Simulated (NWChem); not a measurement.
Species: C$_{4}$H$_{4}$OS; SMILES Oc1cccs1

```xyz
10

O     -0.1470    -2.1573     0.0000
C     -0.2222    -0.8164     0.0000
C     -1.3772    -0.0811     0.0000
C     -1.1171     1.3203     0.0000
C      0.2131     1.6305     0.0000
S      1.1876     0.2023     0.0000
H      0.7714    -2.4460     0.0000
H     -2.3650    -0.5410     0.0000
H     -1.9010     2.0795     0.0000
H      0.6893     2.6092     0.0000
```
Atoms are numbered in this order, from 1.

Results from NWChem. All runs use the structure optimised with PBE0/def2-SVP. Level M06-2X/def2-SVP: energy and gradient on several grids; changes count from the extra-fine grid, which is no exact limit either.

Problem. Which is the coarsest grid (medium; xfine; coarse; xcoarse; fine) from which on the energy stays within 50 μHa and each gradient component within 100 μHa/bohr of xfine?

Solution. fine.
| grid | size of the energy change (μHa) | largest change of a gradient component (μHa/bohr) | time, medium = 1 (rough) |
|---|---|---|---|
| xcoarse | 30000 | 4000 | about 1 |
| coarse | 400 | 700 | about 1 |
| medium | 40 | 300 | about 1 |
| fine | < 10 | 60 | about 1 |
| xfine | < 10 | < 30 | 2 |
